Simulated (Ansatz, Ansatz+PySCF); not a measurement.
```xyz
5

Si    0.0000    0.0000    0.0000
H     0.9308    0.9308    0.9308
H     0.9308   -0.9308   -0.9308
H    -0.9308    0.9308   -0.9308
H    -0.9308   -0.9308    0.9308
```

Basis set: def2-SVP (spherical functions). Correlated methods keep 5 orbitals frozen. Charge 0, multiplicity 1.

Computed with Ansatz (development build ahead of 0.2.0); each method stands on the lowest determinant of its kind that the runs found. Restricted open shells among the atoms or ions are ROHF, correlated in semicanonical orbitals with singles.

The atomization energy at this shape (free ground-state atoms in the same class of orbitals less the molecule, no zero-point energy) of singlet SiH₄:

```
     method  atomization energy
RHF-CCSD(T)            12.78 eV
    RHF-MP2            12.38 eV
        RHF            10.49 eV
```

(1) What does UHF give?

## Answers

(1) 10.40 eV. Caution: the shape is not the minimum.
